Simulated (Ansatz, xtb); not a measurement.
**Isomers of C5H2ClN3 in order of energy**

3 gas-phase structures of C5H2ClN3, from a drawn sample of its isomers (lower ones may exist). Each was relaxed with GFN2-xTB:

A. `N#Cc1cncc(Cl)n1`, a singlet
B. `N#Cc1nccnc1Cl`, a singlet
C. `N#Cc1cnc(Cl)cn1`, a singlet

Q: Which do you expect lowest at r2SCAN-D4/def2-SVP, and how would the others follow?

A: Calculated order at r2SCAN-D4/def2-SVP: C (0.000), A (0.027), B (0.034) eV. Less than 1 kcal/mol parts C and A; A and B, so the order within those pairs means little.

Energies above the lowest of each column, in eV; the last columns are at B3LYP/def2-SVP geometries:

```csv
structure,GFN2-xTB,HF/STO-3G,r2SCAN-D4/def2-SVP,B3LYP/def2-SVP,CCSD(T)/def2-SVP + ΔMP2/def2-TZVPP
C,0.000,0.000,0.000,0.000,0.000
A,0.017,0.003,0.027,0.025,0.017
B,0.026,0.040,0.034,0.057,0.049
```

Every level run on C puts it lowest or level with the lowest. ΔMP2 is the change of the MP2 energy from the smaller to the larger basis.

Programs: Ansatz 0.2.0, xtb 6.7.1.
